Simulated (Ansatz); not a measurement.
Calculated with Ansatz (gas phase, PBE0-D4/def2-TZVP geometries, no zero-point term in ΔE). CCSD(T)/CBS is the MP2 limit (def2-TZVPP, def2-QZVPP) plus CCSD(T) − MP2 in def2-TZVPP, frozen cores. DFT in def2-TZVPP. B3LYP here is the variant with VWN-RPA as its local correlation; programs differ in this. def2 core potentials past Kr. For Te outer-core shells are correlated without core-valence functions, which leaves a few kJ/mol of doubt a bond. One conformer a species, not always the lowest.

Reaction (substitution at a C–C bond): `[SiH3]CC1=C[Te]1` + `FCS` → `FCSC[SiH3]` + `C1=C[Te]1`

`[SiH3]CC1=C[Te]1`:

Cartesian coordinates in Å:
```
Si 0.036 0.752 -1.487
C 0.152 -0.772 -0.361
C -0.127 -0.440 1.027
C 0.205 -0.281 2.246
Te -1.838 0.435 2.103
H -1.367 1.224 -1.559
H 0.914 1.827 -0.966
H 0.494 0.345 -2.841
H 1.153 -1.212 -0.448
H -0.574 -1.505 -0.728
H 0.953 -0.373 3.014
```

`FCS`:

```xyz
6

F     1.042    0.358   -1.060
C     0.405   -0.247   -0.002
S    -1.378   -0.151   -0.110
H     0.762    0.217    0.918
H     0.655   -1.310   -0.008
H    -1.487    1.134    0.262
```

`FCSC[SiH3]`:

Z-matrix (Å, degrees):
```
C
S 1 1.778
F 1 1.381 2 112.7
H 1 1.092 2 106.6 3 119.1
H 1 1.092 2 111.1 3 -120.7
C 2 1.813 1 100.3 3 71.8
Si 6 1.881 2 111.9 1 79.6
H 6 1.093 2 105.7 1 -161.3
H 6 1.092 2 109.2 1 -46.9
H 7 1.484 6 109.0 2 63.5
H 7 1.489 6 110.7 2 -176.1
H 7 1.487 6 110.2 2 -56.1
```

`C1=C[Te]1`:

Z-matrix (Å, degrees):
```
C
Te 1 2.175
C 1 1.271 2 73.0
H 1 1.077 2 138.1 3 180.0
H 3 1.077 1 148.9 2 180.0
```

(1) Is it downhill or uphill in electronic energy at CCSD(T)/CBS, and by how much? (An estimate is asked.)

(2) What do these levels give: PBE-D4, r2SCAN-D4, B3LYP-D4, ωB97X-V, ωB97M-V, r2SCAN, B3LYP, HF/def2-TZVPP, MP2/def2-TZVPP, CCSD(T)/def2-TZVPP, MP2/def2-QZVPP, MP2/CBS(def2)? (An estimate is asked.)

Largest T1 diagnostic among the species: 0.012.

Results:

(1) The calculation gave: Uphill: ΔE = +0.36 eV.

(2) The calculation gave: PBE-D4 0.39, r2SCAN-D4 0.39, B3LYP-D4 0.41, ωB97X-V 0.35, ωB97M-V 0.35, r2SCAN 0.39, B3LYP 0.38, HF/def2-TZVPP 0.41, MP2/def2-TZVPP 0.45, CCSD(T)/def2-TZVPP 0.38, MP2/def2-QZVPP 0.44, MP2/CBS(def2) 0.43 eV.
